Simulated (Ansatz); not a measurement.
Cost and result for the atomization energy of `CCO[Si](C)(OCC)OCC` (29 atoms, 28 bonds).

Z-matrix (Å, degrees):
```
C
C 1 1.508
H 1 1.092 2 110.6
H 1 1.093 2 110.4 3 -120.1
H 1 1.092 2 110.4 3 119.8
O 2 1.413 1 109.3 3 -59.9
H 2 1.096 1 110.4 3 179.4
H 2 1.098 1 110.0 3 61.0
Si 6 1.631 2 125.5 1 -177.6
C 9 1.857 6 111.2 2 -65.5
O 9 1.631 6 107.7 2 56.6
O 9 1.631 6 107.7 2 172.5
H 10 1.093 9 111.1 6 -60.9
H 10 1.093 9 111.1 6 59.1
H 10 1.093 9 111.1 6 179.1
C 11 1.413 9 125.5 6 172.5
C 12 1.413 9 125.4 6 56.6
C 16 1.508 11 109.3 9 -177.5
H 16 1.096 11 109.7 9 -56.3
H 16 1.098 11 110.0 9 61.6
C 17 1.508 12 109.3 9 -177.7
H 17 1.096 12 109.7 9 -56.5
H 17 1.098 12 110.0 9 61.4
H 18 1.093 16 110.4 11 -180.0
H 18 1.092 16 110.6 11 -59.9
H 18 1.092 16 110.4 11 60.0
H 21 1.092 17 110.6 12 -59.9
H 21 1.093 17 110.4 12 -180.0
H 21 1.092 17 110.4 12 60.0
```

Charge 0, multiplicity 1. Geometry: relaxed with PBE0-D4/def2-TZVP. It is one conformer, not always the lowest. Program: Ansatz. All runs use 5 threads of an AMD EPYC 7R13 on a shared host and a share of an NVIDIA H100 80 GB. Times are those of one run each, without the atoms' runs, and a repeat can differ threefold. Electronic energies, without spin–orbit coupling; frozen cores. CCSD(T)/CBS adds CCSD(T) − MP2 in def2-TZVPP to the MP2 limit, and its time is that of the two runs behind it. T1 = 0.011. B3LYP takes the VWN-RPA correlation (the form of Gaussian; ORCA's B3LYP/G).

CCSD(T)/CBS is a level of theory with its own doubt, some kJ/mol a heavy atom from the limit and from the frozen cores, so smaller differences don't rank the functionals.

```
                             level  functions  wall time  atomization (kcal/mol)  difference from CCSD(T)/CBS  per bond
                 B2PLYP/def2-TZVPP        604        8 s                  2767.1                        -30.8      -1.1
   PBE-D4/def2-TZVPP (with forces)        604        9 s                  2840.8                         42.9       1.5
                ωB97X-V/def2-TZVPP        604       10 s                  2800.8                          2.9       0.1
r2SCAN-D4/def2-TZVPP (with forces)        604       11 s                  2802.0                          4.1       0.1
 B3LYP-D4/def2-TZVPP (with forces)        604       12 s                  2794.9                         -3.0      -0.1
  ωB97M-V/def2-TZVPP (with forces)        604       12 s                  2803.6                          5.7       0.2
                PBE0-D4/def2-TZVPP        604       29 s                  2801.3                          3.4       0.1
                    MP2/def2-QZVPP       1180       49 s                  2810.2                         12.3       0.4
                CCSD(T)/def2-TZVPP        604     20 min                  2732.6                        -65.3      -2.3
                 CCSD(T)/CBS(def2)          –     21 min                  2797.9                          0.0       0.0
```

In def2-TZVPP, CCSD(T) changes the Hartree–Fock value by +650.9 kcal/mol (the triples alone add +35.2 kcal/mol) and MP2 by +689.7 kcal/mol; breaking electron pairs costs correlation energy, which Hartree–Fock lacks. The D4 term adds +24.9 kcal/mol with B3LYP and +13.7 kcal/mol with PBE0; it sums over pairs of atoms, weighted by their polarisabilities, and B3LYP, whose exchange is more repulsive, gets the larger term. From PBE to PBE0 (25 % exact exchange), in def2-TZVPP and without D4, the atomization energy moves by −37.3 kcal/mol: exact exchange takes away binding that semilocal exchange gives to molecules.
